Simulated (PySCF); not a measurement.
Several molecules and their computed UV-vis stick spectra, shuffled. Computed with TDDFT wB97X-D/def2-SVPD, vertical, gas phase, core orbitals frozen in the response in PySCF 2.14.0, density-fitted response routines. Geometries: PBE0-D3(BJ)/def2-SVP; one conformer of each isolated species. Triplets are in the Tamm–Dancoff approximation. Relativistic effects are left out although some hold elements past zinc.

A. `CC#CB(N)SC`
B. `O=[S@]1CCC=C1C1=CC=CC=C1`
C. `CC[SiH2][GeH2][NH]C`

Lowest singlet levels (six at most, fewer where fewer were computed) with oscillator strengths:

1. 5.53 eV (f 0.001); 6.54 eV (f 0.006); 6.67 eV (f 0.026); 6.90 eV (f 0.012); 6.92 eV (f 0.097); 7.27 eV (f 0.008)
2. 4.61 eV (f 0.007); 5.16 eV (f 0.051); 5.19 eV (f 0.258); 5.64 eV (f 0.076); 5.65 eV (f 0.024); 6.22 eV (f 0.042); T1 3.53 eV
3. 5.36 eV (f 0.000); 5.59 eV (f 0.134); 5.96 eV (f 0.000); 6.01 eV (f 0.066); 6.38 eV (f 0.008); 6.54 eV (f 0.002); T1 4.69 eV

Problem. Which spectrum belongs to which structure?

Solution. 1 = C, 2 = B, 3 = A.
- A: S1 at 5.36 eV, HOMO-1→LUMO (93%); Löwdin shares by element: HOMO sulfur 62%, nitrogen 12%, carbon 10% or more, boron 8%; LUMO carbon 39% or more, boron 25%, nitrogen 11% (atoms not listed hold the other 25%); HOMO -8.39 and LUMO 1.33 eV.
- B: S1 at 4.61 eV, HOMO→LUMO (69%), HOMO-1→LUMO (14%), HOMO→LUMO+2 (9%); Löwdin shares by element: HOMO oxygen 37%, sulfur 24%, carbon 13% or more (atoms not listed hold the other 27%); LUMO carbon 59% or more (atoms not listed hold the other 41%); HOMO -8.54 and LUMO 0.37 eV.
- C: S1 at 5.53 eV, HOMO→LUMO (91%); Löwdin shares by element: HOMO nitrogen 54%, carbon 10% or more, germanium 10%, hydrogen 7% or more (atoms not listed hold the other 19%); LUMO germanium 26%, silicon 15%, carbon 8% or more, hydrogen 6% or more (atoms not listed hold the other 44%); HOMO -8.38 and LUMO 1.64 eV.
